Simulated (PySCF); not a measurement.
Homolysis of single bonds, series Ga Cl-Br. Gas-phase values, no solvent. Strings in code marks are SMILES.

The four lowest singlet excitations (Tamm–Dancoff). Calculation: B3LYP-D3(BJ)/def2-TZVP // PBE0-D3(BJ)/def2-TZVP run with PySCF. B3LYP has the VWN-RPA correlation part, as in Gaussian. Excitations are Tamm–Dancoff values on a coarser integration grid. The basis has no diffuse functions, so Rydberg states are missing or too high.

```tsv
state	energy (eV)	wavelength (nm)	oscillator strength
S1	5.77	215	0.000
S2	6.04	205	0.000
S3	6.04	205	0.000
S4	6.18	201	0.039
```

**Question.** Say which member gives these states.
A) `[Cl][Ga]([Cl])[Br]`
B) `[Br][Ga]([Br])[Br]`
C) `[Cl][Ga]([Cl])[Cl]`
D) `[Cl][Ga]([Br])[Br]`

**Answer.** C, `[Cl][Ga]([Cl])[Cl]`
